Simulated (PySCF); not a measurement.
cyclopentanone (C5H8O), SMILES O=C1CCCC1.

The structure is a stationary point at B3LYP-D3(BJ)/def2-SVP. The values are those of a single conformer.

The numbers are results of B3LYP-D3(BJ)/def2-SVP (PySCF 2.14.0), not measurements.

No scaling factor is applied to the harmonic values.

| mode | ν (cm⁻¹) | IR (km/mol) | Raman (Å⁴/amu) | depolarisation | moving atoms (share of kinetic energy) |
|---|---|---|---|---|---|
| 1 | 99 | 4.9 | 0.4 | 0.75 | C 39 %, H 37 %, O 24 % |
| 2 | 241 | 0.1 | 0.2 | 0.35 | H 61 %, C 39 % |
| 3 | 448 | 1.9 | 1.1 | 0.75 | H 43 %, C 41 %, O 16 % |
| 4 | 474 | 5.9 | 2.6 | 0.75 | O 39 %, C 38 %, H 23 % |
| 5 | 562 | 5.1 | 2.3 | 0.33 | C 48 %, H 29 %, O 23 % |
| 6 | 585 | 3.1 | 1.1 | 0.75 | C 54 %, H 43 % |
| 7 | 708 | 0.9 | 4.2 | 0.07 | H 46 %, C 37 %, O 17 % |
| 8 | 814 | 1.7 | 6.0 | 0.13 | C 65 %, H 34 % |
| 9 | 845 | 11.0 | 1.0 | 0.75 | C 54 %, H 46 % |
| 10 | 902 | 0.3 | 11.7 | 0.10 | C 66 %, H 34 % |
| 11 | 920 | 0.9 | 0.6 | 0.75 | H 69 %, C 31 % |
| 12 | 955 | 0.0 | 1.8 | 0.33 | H 80 %, C 20 % |
| 13 | 969 | 9.0 | 3.9 | 0.75 | H 55 %, C 45 % |
| 14 | 1033 | 0.6 | 8.5 | 0.66 | H 59 %, C 41 % |
| 15 | 1150 | 24.7 | 1.0 | 0.75 | H 51 %, C 48 % |
| 16 | 1159 | 53.7 | 0.2 | 0.75 | C 66 %, H 33 % |
| 17 | 1170 | 0.4 | 7.0 | 0.74 | H 61 %, C 37 % |
| 18 | 1210 | 0.0 | 2.0 | 0.70 | H 64 %, C 36 % |
| 19 | 1244 | 3.9 | 8.7 | 0.75 | H 66 %, C 33 % |
| 20 | 1287 | 11.4 | 7.9 | 0.75 | H 69 %, C 31 % |
| 21 | 1299 | 0.9 | 3.2 | 0.74 | H 67 %, C 31 % |
| 22 | 1335 | 4.6 | 0.1 | 0.75 | H 62 %, C 38 % |
| 23 | 1336 | 0.6 | 2.4 | 0.75 | H 71 %, C 29 % |
| 24 | 1418 | 0.0 | 25.8 | 0.70 | H 92 %, C 8 % |
| 25 | 1420 | 20.4 | 3.3 | 0.75 | H 91 %, C 9 % |
| 26 | 1468 | 4.8 | 18.1 | 0.75 | H 92 %, C 8 % |
| 27 | 1482 | 1.5 | 5.3 | 0.55 | H 90 %, C 10 % |
| 28 | 1866 | 228.7 | 9.0 | 0.66 | C 64 %, O 36 % |
| 29 | 3031 | 4.5 | 2.5 | 0.75 | H 94 % |
| 30 | 3031 | 4.6 | 264.5 | 0.13 | H 94 % |
| 31 | 3038 | 21.0 | 101.2 | 0.19 | H 94 % |
| 32 | 3043 | 37.9 | 28.8 | 0.75 | H 94 % |
| 33 | 3103 | 18.6 | 138.0 | 0.22 | H 91 %, C 9 % |
| 34 | 3107 | 25.2 | 62.8 | 0.75 | H 91 %, C 9 % |
| 35 | 3114 | 4.7 | 148.8 | 0.46 | H 91 %, C 9 % |
| 36 | 3115 | 17.4 | 44.7 | 0.75 | H 91 %, C 9 % |
